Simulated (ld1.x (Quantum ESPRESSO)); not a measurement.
**An all-electron radial function and its pseudo partner (Ta (Z = 73))**

Columns: radius, all-electron u(r) and pseudo u(r) of the 5p shell (level -67.14 eV) of tantalum in the configuration [Kr] 4d10 4f14 5s2 5p6 5d2 6s0 6p0; PBE, scalar-relativistic, TM scheme, ld1.x (Quantum ESPRESSO) 7.5.

```
r (bohr)  all-electron   pseudo
   0.090       -0.0848  -0.0132
   0.180       -0.2906  -0.0523
   0.270        0.2128  -0.1156
   0.360        0.5166  -0.2007
   0.450        0.4485  -0.3039
   0.540        0.1651  -0.4203
   0.630       -0.1758  -0.5440
   0.720       -0.4841  -0.6675
   0.810       -0.7235  -0.7824
   0.900       -0.8877  -0.8800
   0.990       -0.9842  -0.9523
   1.080       -1.0254  -0.9939
   1.170       -1.0246  -1.0032
   1.260       -0.9934  -0.9825
   1.350       -0.9418  -0.9378
   1.440       -0.8776  -0.8767
   1.530       -0.8066  -0.8065
   1.620       -0.7333  -0.7333
   1.710       -0.6606  -0.6606
   1.800       -0.5906  -0.5906
   1.890       -0.5247  -0.5247
   1.980       -0.4636  -0.4636
   2.070       -0.4078  -0.4078
   2.160       -0.3572  -0.3572
   2.250       -0.3118  -0.3118
   2.340       -0.2713  -0.2713
```

(1) How many radial nodes do the two functions have?

(2) At about which radius was the pseudo-wave matched?

(3) Is the pseudo-wave norm-conserving?

## Answers

(1) The all-electron 5p function has n − l − 1 = 3 (the table is too coarse to show those close to the nucleus); the pseudo-wave has 0, since the states of the same l below it are removed with the core.

(2) 1.65 bohr. The columns agree to 0.0005 from 1.53 bohr on; several derivatives are matched, so the curves merge somewhat inside the radius.

(3) Yes: the TM scheme keeps the norm inside the radius equal to the all-electron one, which fixes the energy derivative of the logarithmic derivative at the level.
